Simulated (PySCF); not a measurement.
Mean harmonic wavenumber (cm⁻¹) of eight silicon and germanium compounds: PBE-D3(BJ) beside B3LYP-D3(BJ), computed with PySCF for isolated molecules in the bases named; differences from unrounded values. The eight are the first of their class met in an unordered collection, after screening for sound electronic states; none was chosen by its value. Each level has its own optimised geometry.

```json
[
 {"molecule": "CH6ClFOSi2, SMILES C[SiH2][Si@](O)(F)Cl", "basis": "def2-SVP", "B3LYP-D3(BJ)": "1073", "PBE-D3(BJ)": "1044", "difference": "-29"},
 {"molecule": "Si(OH)3(PH2) (H5O3PSi), SMILES O[Si](P)(O)O", "basis": "def2-SVP", "B3LYP-D3(BJ)": "1104", "PBE-D3(BJ)": "1073", "difference": "-31"},
 {"molecule": "F3GeHSe, SMILES [F][Ge]([F])([F])[SeH]", "basis": "def2-SVP", "B3LYP-D3(BJ)": "557", "PBE-D3(BJ)": "539", "difference": "-19"},
 {"molecule": "Si(F)(OH)2(SiH3) (FH₅O₂Si₂), SMILES O[Si](O)(F)[SiH3]", "basis": "def2-SVP", "B3LYP-D3(BJ)": "1030", "PBE-D3(BJ)": "999", "difference": "-31"},
 {"molecule": "B(OH)(SiH3)2 (BH₇OSi₂), SMILES OB([SiH3])[SiH3]", "basis": "def2-SVP", "B3LYP-D3(BJ)": "1103", "PBE-D3(BJ)": "1067", "difference": "-36"},
 {"molecule": "CH₇FOSi₂, SMILES C[Si@@H](F)O[SiH3]", "basis": "def2-SVP", "B3LYP-D3(BJ)": "1150", "PBE-D3(BJ)": "1118", "difference": "-33"},
 {"molecule": "Ge(F)(Cl)2(NH2) (Cl₂FGeH₂N), SMILES [NH2][Ge]([F])([Cl])[Cl]", "basis": "def2-SVP", "B3LYP-D3(BJ)": "898", "PBE-D3(BJ)": "878", "difference": "-20"},
 {"molecule": "CH4N2OSi, SMILES N#CO[SiH2]N", "basis": "def2-SVP", "B3LYP-D3(BJ)": "1179", "PBE-D3(BJ)": "1145", "difference": "-34"}
]
```

PBE-D3(BJ) lies below B3LYP-D3(BJ) in 8 and above it in 0 of the eight; the mean signed difference is -29 and the largest -36 cm⁻¹.
